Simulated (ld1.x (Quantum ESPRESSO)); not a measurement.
## Mo PAW: all-electron and pseudo phase curves

```json
{
 "Element": "molybdenum",
 "Generator": "ld1.x (Quantum ESPRESSO) 7.5",
 "Type": "PAW",
 "Functional": "PBEsol",
 "Relativity": "fully relativistic",
 "Frozen core": "[Ar] 3d10",
 "Valence charge": "14",
 "Reference configuration": "4s2 4p6 4d4 5s2 5p0",
 "Partial waves": "4s (bound): rcut 1.55, rcutus 2.10 bohr; 5s (bound): rcut 1.55, rcutus 2.10 bohr; 4p (bound): rcut 1.65, rcutus 1.80 bohr; 5p (bound, empty): rcut 1.65, rcutus 1.80 bohr; 4d (bound): rcut 1.85, rcutus 2.00 bohr; 4d channel at -0.1 Ry: rcut 1.85, rcutus 2.00 bohr",
 "Local potential": "all-electron potential smoothed inside 2.10 bohr (lloc = -1)",
 "Core correction": "Bessel-smoothed model core, default radius (core density twice the valence density)",
 "Augmentation charge": "BESSEL, radius 1.30 bohr"
}
```

Open shells are filled in proportion to 2j + 1 (rel_dist='average').

The phase is arctan(r·u′/u) with u = r·R(r), unwrapped; energies in Ry, scanned from -7 to 5 Ry. A pole is an energy at which the radial function vanishes at the test radius. The pseudo phase is shifted by a multiple of π to meet the all-electron one at the reference energy, and phase errors are pseudo minus all-electron; the curves can meet again beyond the range given. Levels narrower than the energy grid can be missing from the lists of poles.

Problem. For each channel, where are the poles, and over which energies does the pseudopotential scatter like the atom?

Solution.

```tsv
channel	radius (bohr)	reference energy (Ry)	poles, all-electron	poles, pseudo	unbroken range about the reference energy with phases within 0.05 rad	phase error 1 Ry above the reference energy (rad)
s	2.30	-0.36	-4.80, 4.57	-4.80, 4.78	the whole range	+0.004
p1/2	2.30	-0.11	-2.91	-2.91	the whole range	-0.003
p3/2	2.30	-0.10	-2.69	-2.69	the whole range	-0.002
d3/2	2.30	-0.43	0.44	0.44	below 3.4	+0.000
d5/2	2.30	-0.41	0.48	0.48	below 3.5	+0.000
```

The ghost test of this file was not conclusive.

Phases in the d3/2 channel:

```
E (Ry)  all-electron  pseudo
 -7.00         1.402   1.402
 -6.48         1.395   1.395
 -5.96         1.387   1.387
 -5.44         1.377   1.377
 -4.92         1.366   1.366
 -4.40         1.352   1.352
 -3.88         1.335   1.335
 -3.36         1.313   1.313
 -2.84         1.282   1.282
 -2.32         1.236   1.236
 -1.80         1.156   1.156
 -1.28         0.970   0.970
 -0.76         0.183   0.183
 -0.24        -1.200  -1.200
  0.28        -1.524  -1.524
  0.80        -1.649  -1.649
  1.32        -1.732  -1.732
  1.84        -1.810  -1.809
  2.36        -1.907  -1.902
  2.88        -2.058  -2.044
  3.40        -2.362  -2.314
  3.92        -3.068  -2.915
  4.44        -3.885  -3.733
  4.96        -4.260  -4.172
```
